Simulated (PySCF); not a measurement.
Molecular orbitals of SnP

r²SCAN0 at R = 2.343 Å; Sn x2c-TZVPPall, P x2c-TZVPPall; spin-free X2C with a Gaussian nucleus (PySCF 2.14). State: ²Π (doublet), unpaired electrons π ↑. Only the outer orbitals are listed, counted within each symmetry.

| spin | orbital | occ. | ε (eV) | on Sn (%) | main shells (%) |
| --- | --- | --- | --- | --- | --- |
| α | 13σ | 1 | -16.87 | 21 | 76 P s, 16 Sn s |
| α | 14σ | 1 | -11.60 | 69 | 68 Sn s, 18 P s, 12 P p |
| α | 7π | 1 | -7.52 | 23 | 76 P p, 20 Sn p |
| α | 15σ | 1 | -6.72 | 44 | 54 P p, 33 Sn p, 11 Sn s |
| α | 7π | 1 | -6.59 | 26 | 73 P p, 24 Sn p |
| α | 8π | 0 | -2.63 | 79 | 78 Sn p, 19 P p |
| α | 8π | 0 | -2.11 | 76 | 74 Sn p, 23 P p |
| α | 16σ | 0 | 0.99 | 84 | 81 Sn p, 27 P p |
| β | 13σ | 1 | -15.69 | 31 | 66 P s, 26 Sn s |
| β | 14σ | 1 | -11.27 | 64 | 60 Sn s, 26 P s, 10 P p |
| β | 15σ | 1 | -6.54 | 44 | 54 P p, 34 Sn p, 10 Sn s |
| β | 7π | 1 | -6.21 | 44 | 55 P p, 42 Sn p |
| β | 7π | 0 | -3.96 | 58 | 57 Sn p, 42 P p |
| β | 8π | 0 | -2.12 | 59 | 57 Sn p, 40 P p |
| β | 8π | 0 | -1.43 | 46 | 53 P p, 42 Sn p |

Which are the highest filled and the lowest empty level, where do they sit, and how wide is the gap?

Highest filled β 7π at -6.21 eV (in %: 55 P p, 42 Sn p); lowest empty β 7π at -3.96 eV (in %: 57 Sn p, 42 P p); the gap at r²SCAN0 is 2.25 eV. Both belong to one degenerate shell, split only by its one-sided filling, so this is no excitation gap.

| Item | Value |
| --- | --- |
| bond order (Mayer) | 2.13 |
| ⟨S²⟩ | 0.790 |
| charge on Sn (Mulliken, basis-dependent) | 0.36 |
| charge on Sn (Löwdin, basis-dependent) | 0.13 |
| dipole moment (positive dipole means Sn(−)P(+)) | -2.24 D |

Spin–orbit coupling is left out. The state was picked by a PBE0 search and need not be the measured ground state.
